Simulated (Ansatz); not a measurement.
Gas-phase reaction in SMILES: [TaH5] (TaH5) -> [TaH4] (TaH4) + H atom (the H-Ta bond at the site shown breaks; other sites are not compared here)
Structures are relaxed separately at B3LYP-D3(BJ)/def2-TZVP in Ansatz (a program for electronic structure). Frequencies are from Ansatz. High T1 diagnostic, so coupled cluster is less sure: [TaH5] (TaH5). [TaH4] (TaH4): The spin state was set by rule; other spins were not relaxed.
Geometry of the first species:
```
Ta
H 1 1.7600
H 1 1.7600 2 77.66
H 1 1.7600 2 77.66 3 130.38
H 1 1.7600 2 124.93 3 65.19
H 1 1.7939 2 117.53 3 -114.81
```

Wanted: bond dissociation energy (enthalpy at 298 K, with B3LYP-D3(BJ) rigid-rotor harmonic-oscillator terms), in kJ/mol. Valence correlation only, unless marked. Open shells are spin-unrestricted. Spin-orbit coupling is left out. Frozen are the shells of the preceding noble gas and the d and f shells that filled before the atom's block. Past Kr the def2 sets carry scalar-relativistic core potentials. CBS(X,Y): correlation extrapolated as X^-3; Hartree-Fock from the larger set.

```
level                                        program  bond dissociation energy (kJ/mol)
------------------------------------  --------------  ---------------------------------
BLYP-D3(BJ)/def2-TZVPD                Ansatz + dftd3                              263.9
B97M-V/def2-TZVPD                             Ansatz                                  …
B2PLYP-D4/def2-TZVPD                  Ansatz + dftd4                                  …
CCSD(T)/CBS(def2-TZVPPD,def2-QZVPPD)          Ansatz                              256.9
```

Fill in the missing entries.


- B97M-V/def2-TZVPD, bond dissociation energy (kJ/mol): 265.5
- B2PLYP-D4/def2-TZVPD, bond dissociation energy (kJ/mol): 251.5
